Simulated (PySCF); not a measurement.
**C₆ coefficients of unlike pairs at BHandHLYP**

Calculated with PySCF 2.14 from the dipole response of each species, C₆(A,B) = (3/π) ∫ α_A(iu) α_B(iu) du, in atomic units, from isotropic polarisabilities. For ions this is the dispersion term alone; charge-induced terms of lower order in 1/R come first.

| species | configuration | basis | relativity | α (bohr³) | C₆ (like pair) |
| --- | --- | --- | --- | --- | --- |
| Ge⁺ | [Ar] 3d10 4s2 4p1 (2P) | aug-cc-pwCVDZ-PP with ECP10MDF (6s5p4d1f) | core potential | 19.03 | 109.2 |
| As | [Ar] 3d10 4s2 4p3 (4S) | x2c-TZVPPall with one added diffuse shell each of s, p, d type (7s6p5d1f) | spin-free X2C | 31.29 | 264.8 |
| Ga⁺ | [Ar] 3d10 4s2 (1S) | aug-cc-pVQZ-DK (8s7p5d3f2g) | spin-free X2C | 18.50 | 92.94 |
| S³⁺ | [Ne] 3s2 3p1 (2P) | dyall-av2z (13s9p2d) | none | 5.341 | 14.19 |

(1) Estimate C₆ for Ga⁺ with Ge⁺.

No spin-orbit coupling is included.

The other pairs:

| pair | C₆ |
| --- | --- |
| S³⁺, Ge⁺ | 38.38 |
| S³⁺, As | 59.08 |
| Ga⁺, As | 156.8 |
| As, Ge⁺ | 169.7 |
| S³⁺, Ga⁺ | 35.07 |

Answers

(1) The integral gives 100.6. The combination rule 2 C_A C_B / (C_A α_B/α_A + C_B α_A/α_B) gives 100.6 and the geometric mean 100.7.
